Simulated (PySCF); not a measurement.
KLi⁺: one state, many levels of theory

State: ²Σ⁺ (doublet), unpaired electrons σ ↑. Set-up: K 6-31G(d,p), Li 6-31G(d,p); no relativity (PySCF 2.14). De refers to K⁺ + Li in their ground configurations, without counterpoise correction. The functionals are run spin-unrestricted. A positive dipole points towards Li; it is taken about the centre of mass and depends on that origin.

| Level | Re (Å) | ωe (cm⁻¹) | De (eV) | μ (D) | CPU s a point (SCF and correlation, without the integrals) |
| --- | --- | --- | --- | --- | --- |
| UHF | 4.042 | 140 | 0.489 | 3.00 | 0.067 |
| UHF-MP2 | 3.993 | 144 | 0.53 | n/a | 0.11 |
| UHF-SCS-MP2 | 4.002 | 144 | 0.52 | n/a | n/a |
| UHF-CCSD | 3.992 | 144 | 0.53 | n/a | n/a |
| UHF-CCSD(T) | 3.991 | 145 | 0.53 | n/a | 2.1 |
| PBE | 3.898 | 137 | 0.57 | 3.55 | 0.34 |
| revPBE | 3.941 | 134 | 0.55 | 3.49 | 0.23 |
| BLYP | 3.900 | 132 | 0.55 | 3.49 | 0.24 |
| r²SCAN | 3.887 | 144 | 0.56 | 3.32 | 0.51 |
| PBE0 | 3.903 | 141 | 0.56 | 3.41 | 0.67 |

The bond length runs from 3.887 Å (r²SCAN) to 4.042 Å (UHF). De spans 0.49 eV (UHF, mean field) to 0.57 eV (PBE, GGA). Correlation at CCSD(T) changes the Hartree–Fock bond energy by +0.04 eV; the triples alone change it by +0.00 eV.

Correlated steps freeze 5 core orbitals. Correlated levels converge slowly with the basis: in double zeta they bind strong bonds too weakly, by up to about 1 eV, and carry superposition errors of some tenths. For an ion De counts to the pair picked by the measured ionisation energies or electron affinities, which need not be the lowest pair at this level. The state was picked by a PBE0 search and need not be the measured ground state.

The whole job (state search and all levels along the bond) took about 1.2 min on 1 thread of Arm Neoverse V2 (shared host), peak memory 0.51 GiB.
